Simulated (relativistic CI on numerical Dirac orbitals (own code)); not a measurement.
Main line and satellite in the 2p photoemission of Cu²⁺: a two-state model

Problem. An octahedral Cu²⁺ site (d9) has Δ = 2.8, V(eg) = 2.5, 10Dq = 2.25, 10Dq(ligand) = 0.3 and a core-hole attraction U_cd = 10.4 eV; the hopping is scaled by 0.9 in the final state. Δ is defined between configuration averages. Find the d count, the distance of the satellite and its intensity.

Working.
1. The hole has eg symmetry. Its energy is −0.6 × 10Dq in d9 and Δ − 0.6 × 10Dq(ligand) in d10L, so the gap is Δ' = 3.97 eV.
2. Ground state cos θ |d9⟩ − sin θ |d10L⟩ with tan 2θ = 2V/Δ', θ = 25.8°: weights 0.811 and 0.189, n_d = 9.189.
3. The core hole pulls d10L down by U_cd: the gap becomes Δ' − U_cd = -6.43 eV, the hopping is V' = 2.25 eV, and tan 2θ' = 2V'/(Δ' − U_cd) gives θ' = 72.5°.
4. The two final states lie W = √[(Δ' − U_cd)² + 4V'²] = 7.85 eV apart. The lower, mostly d10L, is the main line.
5. In the sudden approximation the intensities are cos²(θ' − θ) and sin²(θ' − θ), so satellite/main = tan²(46.7°) = 1.13.

Check. The full cluster calculation (with spin-orbit coupling and 2p-3d multiplets, which spread the d9 satellite) gives n_d = 9.189; in its broadened 2p3/2 spectrum, cut halfway, the centroids lie 7.89 eV apart with an area ratio of 1.10.
